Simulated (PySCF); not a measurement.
Worked example: chemical shift, span and skew from a shielding tensor

C3H8Si2, SMILES C#C[Si@@H](C)[SiH3]. Atoms are numbered in the order given.

```xyz
13

C     -1.5060    -2.3476    -0.5529
C     -0.7896    -1.4865    -0.0754
Si     0.2812    -0.1485     0.5932
C      2.0828    -0.4997     0.1880
Si    -0.4412     1.8626    -0.3778
H     -2.1386    -3.1110    -0.9701
H      0.0812    -0.0899     2.0747
H      2.3957    -1.4600     0.6252
H      2.2296    -0.5508    -0.9012
H      2.7304     0.2943     0.5904
H     -0.2737     1.7928    -1.8631
H     -1.8803     2.1177    -0.0641
H      0.3723     3.0108     0.1351
```
Charge 0, spin multiplicity 1.

Geometry: PBE0-D3(BJ)/def2-SVP. The structure was generated by enumeration; whether it is a known compound was not checked.

GIAO shieldings from HF/pcSseg-1 (PySCF), non-relativistic, no solvent. The symmetric part of the tensor of C1 has the principal values -1.7, -0.7, 240.6 ppm. The same nucleus in TMS has σ = 192.6 ppm at this level (PySCF, at its B3LYP-D3(BJ)/def2-TZVP geometry).

Problem. Work out the isotropic shielding, the ¹³C shift against TMS, the span and the skew.

Solution. 
σ(iso) = (σ11 + σ22 + σ33)/3 = 79.4 ppm. δ = σ(ref) − σ(iso) = 192.6 − (79.4) = 113.2 ppm.
Span Ω = σ33 − σ11 = 242.3 ppm. Skew κ = 3(σ(iso) − σ22)/Ω = 0.99, an axial tensor. Tumbling in solution averages the tensor to δ; in a static solid the shielding alone would spread this spin-1/2 line over Ω.
